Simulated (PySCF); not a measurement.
## Working out the excitation energy of Cu

Cu [Ar] 3d10 4s1 (2S) → Cu [Ar] 3d10 4p1 (2P). Calculation: PySCF 2.14, in aug-cc-pVDZ-PP with ECP10MDF; scalar relativity through the core potential. Frozen: 3s2 3p6. Energies in hartree (1 hartree = 27.21139 eV):

```
             part   Cu (lower)   Cu (upper)
              UHF  -196.165164  -196.047437
MP2 opposite-spin    -0.291425    -0.277640
    MP2 same-spin    -0.172747    -0.164079
```

**Question.** What does Hartree-Fock give?

**Answer.** (-196.047437) − (-196.165164) = 0.117727 hartree = 3.204 eV.

**Question.** What do MP2 and SCS-MP2 (6/5 opposite-spin, 1/3 same-spin) give?

**Answer.** The opposite-spin parts differ by 0.375 eV and the same-spin parts by 0.236 eV. MP2: 3.204 + (0.375) + (0.236) = 3.815 eV. SCS-MP2: 3.204 + 1.2 × (0.375) + (0.236)/3 = 3.733 eV.

Measured between the centres of the two terms (NIST): 3.806 eV, so MP2 (valence) is off by 0.009 eV.

A double-zeta basis recovers only part of the correlation energy.

What remains against the reference includes basis incompleteness, the frozen core and correlation beyond second order.
